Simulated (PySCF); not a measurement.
Compound: C3H5F3Si.
SMILES: `C=CC[Si](F)(F)F`

Torsions of this conformer, `[CH2:1]=[CH:2][CH2:3][Si:4]([F:5])([F:6])[F:7]`: C1–C2–C3–Si4 -105°, C2–C3–Si4–F5 -55°.

The closed-shell ground state was solved at several levels (PySCF, density fitting, gas phase, non-relativistic). Geometry: PBE0-D3(BJ)/def2-SVP, one conformer, isolated molecule.

| level | basis functions | total energy (Eh) | HOMO (eV) | LUMO (eV) | gap (eV) | dipole (D) |
| --- | --- | --- | --- | --- | --- | --- |
| B3LYP/def2-TZVP | 253 | -706.7658 | -7.54 | -0.55 | 6.99 | 2.39 |
| PBE0/def2-SVP | 127 | -705.5653 | -7.72 | -0.11 | 7.61 | 2.39 |
| PBE0/pcSseg-0 | 77 | -704.6862 | -8.02 | -0.20 | 7.82 | 2.84 |
| B3LYP/6-31G* | 112 | -706.5190 | -7.22 | 0.01 | 7.23 | 2.36 |
| PBE0/cc-pVTZ | 284 | -706.1604 | -7.73 | -0.24 | 7.49 | 2.37 |
| PBE0/pcSseg-1 | 151 | -705.9359 | -7.82 | -0.26 | 7.56 | 2.46 |
| PBE0/cc-pVDZ | 127 | -705.9783 | -7.67 | -0.08 | 7.59 | 2.49 |
| mPW1PW91/pcSseg-1 | 151 | -706.3938 | -7.84 | -0.28 | 7.56 | 2.47 |
| PBE0/IGLO-III | 304 | -706.1918 | -7.78 | -0.38 | 7.40 | 2.41 |
| PBE0/6-31G* | 112 | -705.9534 | -7.50 | 0.18 | 7.68 | 2.39 |

Task: What might PBE0/pcSseg-2 (329 basis functions) give for the same quantities?

Result: Total energy -706.1917 Eh, HOMO -7.81 eV, LUMO -0.39 eV, gap 7.42 eV, dipole 2.49 D.

Task: Over all these levels, which gives the widest orbital gap and which the narrowest?

Result: PBE0/pcSseg-0 (global hybrid, 25 % exact exchange) has the widest, 7.82 eV, and B3LYP/def2-TZVP (global hybrid, 20 % exact exchange) the narrowest, 6.99 eV. Functional and basis both differ between the two, so the spread mixes both effects.

Task: How much does the basis alone move the frontier levels among the 8 PBE0 rows (the withheld one included)?

Result: The HOMO by 0.52 eV and the LUMO by 0.57 eV. By rising basis size (HOMO, LUMO in eV): pcSseg-0 -8.02, -0.20; 6-31G* -7.50, 0.18; def2-SVP -7.72, -0.11; cc-pVDZ -7.67, -0.08; pcSseg-1 -7.82, -0.26; cc-pVTZ -7.73, -0.24; IGLO-III -7.78, -0.38; pcSseg-2 -7.81, -0.39.

Task: How far do the dipole and the HOMO energy spread over the levels?

Result: The dipole runs from 2.36 to 2.84 D (mean 2.46 D) and the HOMO from -8.02 to -7.22 eV.
